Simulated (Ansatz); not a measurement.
Cost and result for the atomization energy of CH2FGaO (6 atoms, 4 bonds).

```json
{"atom": "F1", "x (Å)": "0.154", "y (Å)": "0.137", "z (Å)": "-1.962"}
{"atom": "Ga2", "x (Å)": "0.286", "y (Å)": "-1.646", "z (Å)": "-1.616"}
{"atom": "C3", "x (Å)": "-0.112", "y (Å)": "0.398", "z (Å)": "0.894"}
{"atom": "O4", "x (Å)": "0.005", "y (Å)": "-0.797", "z (Å)": "0.792"}
{"atom": "H5", "x (Å)": "-0.095", "y (Å)": "1.047", "z (Å)": "0.004"}
{"atom": "H6", "x (Å)": "-0.238", "y (Å)": "0.862", "z (Å)": "1.888"}
```

Total charge 0; spin multiplicity 1. Correlated methods include outer-core shells of Ga, which these sets cover unevenly. Scalar relativity is left out up to krypton. The bonds changed during the relaxation, so this is another structure than the one it started from. All single points use the PBE0-D4/def2-TZVP geometry. Program: Ansatz. All runs use 2 threads of an Arm Neoverse V2 on a shared host. Times are those of one run each, without the atoms' runs, and a repeat can differ threefold. Electronic energies, without spin–orbit coupling; frozen cores. CCSD(T)/CBS adds CCSD(T) − MP2 in def2-TZVPP to the MP2 limit, and its time is that of the two runs behind it. T1 = 0.016. With those shells the extrapolation isn't a true limit. B3LYP takes the VWN-RPA correlation (the form of Gaussian; ORCA's B3LYP/G).

CCSD(T)/CBS is a level of theory with its own doubt, some kJ/mol a heavy atom from the limit and from the frozen cores, so smaller differences don't rank the functionals.

| level | functions | wall time | atomization (kcal/mol) | difference from CCSD(T)/CBS | per bond |
| --- | --- | --- | --- | --- | --- |
| LDA (SPW92)/def2-TZVPP | 169 | 0.85 s | 611.4 | 86.3 | 21.6 |
| revPBE-D4/def2-TZVPP | 169 | 1.5 s | 523.6 | -1.5 | -0.4 |
| PBE-D4/def2-TZVPP (with forces) | 169 | 1.8 s | 540.3 | 15.2 | 3.8 |
| CAM-B3LYP-D4/def2-TZVPP | 169 | 2.2 s | 525.3 | 0.2 | 0.1 |
| B3LYP-D4/def2-TZVPP (with forces) | 169 | 2.5 s | 522.5 | -2.6 | -0.6 |
| CCSD(T)/def2-SVP | 84 | 2.8 s | 497.1 | -28.0 | -7.0 |
| r2SCANh-D4/def2-TZVPP | 169 | 3.6 s | 515.9 | -9.2 | -2.3 |
| PBE-QIDH/def2-TZVPP | 169 | 3.8 s | 513.4 | -11.7 | -2.9 |
| ωB97X-V/def2-TZVPP | 169 | 6 s | 522.9 | -2.2 | -0.5 |
| ωB97M-V/def2-TZVPP (with forces) | 169 | 8 s | 523.7 | -1.4 | -0.3 |
| MP2/def2-QZVPP | 320 | 12 s | 536.2 | 11.1 | 2.8 |
| CCSD(T)/def2-TZVPP | 169 | 47 s | 509.3 | -15.8 | -3.9 |
| CCSD(T)/CBS(def2) | – | 59 s | 525.1 | 0.0 | 0.0 |

In def2-TZVPP, CCSD(T) changes the Hartree–Fock value by +150.3 kcal/mol (the triples alone add +11.0 kcal/mol) and MP2 by +167.9 kcal/mol; breaking electron pairs costs correlation energy, which Hartree–Fock lacks. At CCSD(T), def2-SVP lies −28.0 kcal/mol from the extrapolated value and def2-TZVPP −15.8 kcal/mol: correlation converges slowly with the basis, and small sets miss more of it in the bonded molecule than in its fragments. From PBE to PBE0 (25 % exact exchange), in def2-TZVPP and without D4, the atomization energy moves by −21.3 kcal/mol: exact exchange takes away binding that semilocal exchange gives to molecules.
